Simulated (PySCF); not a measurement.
C4H13NOSi2.
Z-matrix (Å and degrees, PBE0-D3(BJ)/def2-SVP geometry), rows numbered from 1:
```
C 
C   1  1.5092
O   2  1.4026  1  108.65
C   3  1.4047  2  115.11  1  -176.13
C   4  1.5374  3  115.13  2   -70.21
Si  5  1.8921  4  107.87  3  -159.76
N   6  1.7448  5   98.98  4    28.85
Si  7  1.7451  6  114.57  5    -7.78
H   1  1.1004  2  110.79  3   179.51
H   1  1.1000  2  110.45  3    59.14
H   1  1.1001  2  110.39  3   -60.24
H   2  1.1080  1  110.27  3   121.56
H   2  1.1106  1  110.62  3  -120.73
H   4  1.1135  3  109.66  2    52.06
H   5  1.1047  4  108.50  3   -43.49
H   5  1.1024  4  113.17  3    75.48
H   6  1.4972  5  112.45  4   148.76
H   6  1.4999  5  112.27  4   -90.79
H   7  1.0136  6  122.56  5   172.27
H   8  1.4960  4  112.58  3   -85.00
H   8  1.4965  4  111.46  3    36.35
```

Computed at PBE0/pcSseg-1 (PySCF, non-relativistic), with Q(17O) = −0.0256 b, Q(14N) = 0.02044 b: O3, 17O (I = 5/2): χzz = -12.00 MHz, η = 0.957; N7, 14N (I = 1): χzz = -3.687 MHz, η = 0.385.

Question: Find the zero-field quadrupole resonance frequencies of 17O at O3.

Answer: From the eigenvalues of H = χ/[4I(2I − 1)] × [3Iz² − I(I + 1) + η(Ix² − Iy²)], steps between neighbouring levels, labelled as for η = 0: ±1/2↔±3/2 3.085 MHz, ±3/2↔±5/2 3.195 MHz (ether oxygen).

Question: Where would the pure quadrupole (NQR) lines of 14N at N7 fall for the rigid, isolated species?

Answer: From ν± = (3/4)|χ|(1 ± η/3) and ν0 = |χ|η/2: ν+ 3.119 MHz, ν− 2.411 MHz, ν0 0.709 MHz (nitrogen bridging silicon atoms).

In a crystal, neighbours and librations shift these lines. The small basis limits the accuracy of the gradients.

One conformer stands for the species.
